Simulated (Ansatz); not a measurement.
Calculated with Ansatz (gas phase, PBE0-D4/def2-TZVP geometries, no zero-point term in ΔE). CCSD(T)/CBS is the MP2 limit (def2-TZVPP, def2-QZVPP) plus CCSD(T) − MP2 in def2-TZVPP, frozen cores. This one scheme is used for every species. DFT in def2-TZVPP. HSE06 is defined as in plane-wave codes. Each species was taken in one conformer, which may not be the lowest.

Reaction (formal hydrolysis of a B–C bond): `C=CB(Cl)Cl` + H₂O → `OB(Cl)Cl` + `C=C`

**Question.** Is it downhill or uphill in electronic energy at CCSD(T)/CBS, and by how much? (Best estimate.)

**Answer.** The calculation gave: Downhill: ΔE = -23.4 kcal/mol.

**Question.** What do these levels give: BLYP-D4, BHLYP-D4, revPBE, HSE06, RPA@PBE/def2-TZVPP, CCSD/def2-SVP? (Estimate.)

**Answer.** Computed: BLYP-D4 -24.3, BHLYP-D4 -25.5, revPBE -24.5, HSE06 -24.6, RPA@PBE/def2-TZVPP -24.0, CCSD/def2-SVP -29.6 kcal/mol.

Largest T1 diagnostic among the species: 0.012.

At CCSD(T), def2-SVP lies −5.8 kcal/mol from the extrapolated value and def2-TZVPP −1.0 kcal/mol. The D4 term adds +1.6 kcal/mol with B3LYP and +0.9 kcal/mol with PBE0; it sums over pairs of atoms, weighted by their polarisabilities, and B3LYP, whose exchange is more repulsive, gets the larger term.

B3LYP here is the variant with VWN-RPA as its local correlation; programs differ in this.
